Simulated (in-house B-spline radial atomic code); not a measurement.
Results of a calculation; reference values are marked as such.
**What the choice of pseudopotential does to G0W0 on PBE: Mo⁺**

All numbers come from a B-spline radial code for spherical atoms, non-relativistic (model numbers for so heavy an element), configuration [Kr] 4d5, open shells at high spin. Semilocal Troullier-Martins pseudo-atoms, one channel per l, are made with PBE or LDA for several valence sets and radii, with or without a model core, and set against the all-electron atom. One channel fits only the lowest state of its l, so a second state of that l is approximate. All electrons give 4d up: PBE -11.581 eV, G0W0 -16.315 eV, 4p down: PBE -42.19 eV, G0W0 -47.43 eV. Potentials are made in the ion's own configuration unless the neutral atom is named, and a smooth local potential serves every l without a channel. Potentials that miss their own reference levels by more than 6 millihartree, or need radii over 3.5 bohr, are left out. Columns give pseudo minus all-electron, in eV; a dash marks a level in the core or of low weight.

```csv
valence,made with,radii (bohr),model core (bohr),4d up PBE,4d up G0W0,4p down PBE,4p down G0W0
4p 4d,PBE,s 2.61 p 0.98 d 1.23,none,-0.03,+0.27,+0.41,+1.57
4p 4d,"PBE, neutral atom",s 3.40 p 1.25 d 1.57,none,-0.02,+0.32,+0.46,+1.65
4p 4d,"PBE, neutral atom",s 3.40 p 1.42 d 1.78,none,-0.02,+0.35,+0.45,+1.64
4p 4d,PBE,s 2.61 p 0.98 d 1.23,0.79,0.00,+0.32,+0.03,+1.20
4p 4d,"PBE, neutral atom",s 3.02 p 1.09 d 1.37,0.79,+0.02,+0.36,+0.09,+1.31
4p 4d,"PBE, neutral atom",s 3.40 p 1.25 d 1.57,0.79,+0.01,+0.37,+0.09,+1.29
4p 4d,"PBE, neutral atom",s 3.40 p 1.42 d 1.78,0.79,0.00,+0.39,+0.09,+1.29
4s 4p 4d,"PBE, neutral atom",s 0.92 p 0.98 d 1.23,none,-0.06,-0.15,+0.01,+0.05
4s 4p 4d,"PBE, neutral atom",s 1.18 p 1.25 d 1.57,none,-0.04,-0.11,+0.03,+0.10
4s 4p 4d,"PBE, neutral atom",s 1.02 p 1.09 d 1.37,0.74,-0.04,-0.12,-0.01,+0.05
4s 4p 4d,"PBE, neutral atom",s 1.33 p 1.42 d 1.78,0.74,-0.08,-0.14,-0.04,+0.03
```

Task: How does the G0W0 shift of 4d up, which all sets hold, depend on the valence set?

Result: Mean size: 4s 4p 4d: 0.13 eV; 4p 4d: 0.34 eV. The means mix radii and the functional used in making the potentials.
